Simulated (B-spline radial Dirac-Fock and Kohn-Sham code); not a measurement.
## Satellites and hypersatellites of the K lines of Br⁵⁺

System: bromine as Br⁵⁺ in the configuration [Ar] 3d10 4s2.

The run's input, task.json:

```json
{"items": [{
  "Z": 35,
  "q": 5,
  "cfg": [[1, 0, 2], [2, 0, 2], [2, 1, 6], [3, 0, 2], [3, 1, 6], [3, 2, 10], [4, 0, 2]],
  "A": 79,
  "rrms": 4.1629,
  "do": ["binding", "quiet", "double"]
}]}
```

Command: `python xray_run.py task.json out`

The computed values come from an atomic code on a B-spline grid: relaxed Dirac-Fock hole states (ΔSCF) with Breit and QED corrections and a finite nucleus. Each two-hole energy is an average over J within one jj subconfiguration, not an observable level; in light atoms, where LS coupling holds, the j-resolved values are not observed lines, and for a K spectator the Kα1 hypersatellite is nearly forbidden. The model has no electron correlation.

Lines without a spectator: Kα2 (K-L2) 11877.9 eV, Kα1 (K-L3) 11924.6 eV, Kβ3 (K-M2) 13284.8 eV, Kβ1 (K-M3) 13291.8 eV. Shifts in eV with one spectator hole (a dash: not computed, or left out as unreliable):

| spectator hole | Kα2 | Kα1 | Kβ3 | Kβ1 |
| --- | --- | --- | --- | --- |
| K (1s) | +378.9 | +384.4 | +477.0 | +478.1 |
| L2 (2p1/2) | +38.0 | +46.8 | – | +102.8 |
| L3 (2p3/2) | +41.3 | +40.1 | +96.8 | – |
| M2 (3p1/2) | – | +4.17 | +9.69 | +12.16 |
| M3 (3p3/2) | +3.57 | – | +11.13 | +10.59 |
| M4 (3d3/2) | +0.15 | -1.24 | – | – |
| M5 (3d5/2) | -1.40 | -0.46 | – | – |

With n spectator holes in 2p, averaged over the 2p shell (energies in eV):

```
n     KαLⁿ   step  hypersatellite KαʰLⁿ
0  11909.0      –               12291.6
1  11951.1  +42.1               12334.9
2  11994.3  +43.2               12379.4
3  12038.7  +44.4               12425.0
4  12084.2  +45.5               12471.8
5  12130.8  +46.7               12519.8
```
